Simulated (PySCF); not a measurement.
Isomers of C7H8P2, one conformer each; single-point electronic energies without zero-point terms and without any empirical dispersion term.

Level: PBE0/pcSseg-1 in PySCF, non-relativistic, each on one gas-phase PBE0-D3(BJ)/def2-SVP geometry that isn't relaxed in the solvent. The solvent is an IEF-PCM continuum (van der Waals radii × 1.2). Specific hydrogen bonds and non-electrostatic terms are outside this model.

```
           isomer  relative energy, gas (kcal/mol)  dipole (D)
 `C=Cc1ccpc(C)p1`                              0.0        0.98
`c1cpc(C2CC2)cp1`                              5.5        1.01
```

Problem. How do the relative energies look in benzene (ε = 2.271)?

Solution. 
```
           isomer  relative energy, solvent (kcal/mol)  E(solvent) − E(gas) (kcal/mol)  dipole in solvent (D)
 `C=Cc1ccpc(C)p1`                                  0.0                            -1.6                   1.20
`c1cpc(C2CC2)cp1`                                  5.6                            -1.5                   1.14
```

The order is unchanged. Conformers: `[CH2:1]=[CH:2][c:3]1[cH:4][cH:5][p:6][c:7]([CH3:8])[p:9]1` with C1–C2–C3–C4 -1°; `[cH:1]1[cH:2][p:3][c:4]([CH:5]2[CH2:6][CH2:7]2)[cH:8][p:9]1` with P3–C4–C5–C6 38°. The gains span 0.1 kcal/mol, the gas-phase energies 5.5 kcal/mol.
